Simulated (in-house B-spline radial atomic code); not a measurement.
Whole-atom quantities along the 59-electron series, configuration [Kr] 4d10 4f12 5s1. Breit and QED terms are first order and not part of the total energy; the density at the nucleus is averaged over the nuclear charge. Computed with a radial B-spline atomic code at the basis-set limit: Dirac-Hartree-Fock, average of the configuration, finite nuclei.

```json
{"ion": "Os17+", "Z": "76", "E/Z² (Eh)": "-2.9721", "Σ<r²> (bohr²)": "9.591", "n(0)/Z³ (bohr⁻³)": "3.4859", "Lamb diamagnetic shielding (ppm)": "9847.25", "repulsion over attraction": "0.13074", "Breit energy (eV)": "501.97", "self-energy (eV)": "422.32", "vacuum polarisation (eV)": "-78.347", "Dirac less non-relativistic energy (Eh)": "-978.85"}
{"ion": "Ir18+", "Z": "77", "E/Z² (Eh)": "-2.9899", "Σ<r²> (bohr²)": "9.0884", "n(0)/Z³ (bohr⁻³)": "3.635", "Lamb diamagnetic shielding (ppm)": "10040.9", "repulsion over attraction": "0.12929", "Breit energy (eV)": "525.36", "self-energy (eV)": "444.4", "vacuum polarisation (eV)": "-83.654", "Dirac less non-relativistic energy (Eh)": "-1038.9"}
{"ion": "Pt19+", "Z": "78", "E/Z² (Eh)": "-3.0076", "Σ<r²> (bohr²)": "8.628", "n(0)/Z³ (bohr⁻³)": "3.7836", "Lamb diamagnetic shielding (ppm)": "10236.6", "repulsion over attraction": "0.12785", "Breit energy (eV)": "549.56", "self-energy (eV)": "467.45", "vacuum polarisation (eV)": "-89.28", "Dirac less non-relativistic energy (Eh)": "-1101.91"}
{"ion": "Au20+", "Z": "79", "E/Z² (Eh)": "-3.0252", "Σ<r²> (bohr²)": "8.2045", "n(0)/Z³ (bohr⁻³)": "3.9442", "Lamb diamagnetic shielding (ppm)": "10434.5", "repulsion over attraction": "0.12641", "Breit energy (eV)": "574.58", "self-energy (eV)": "491.52", "vacuum polarisation (eV)": "-95.262", "Dirac less non-relativistic energy (Eh)": "-1168.05"}
```
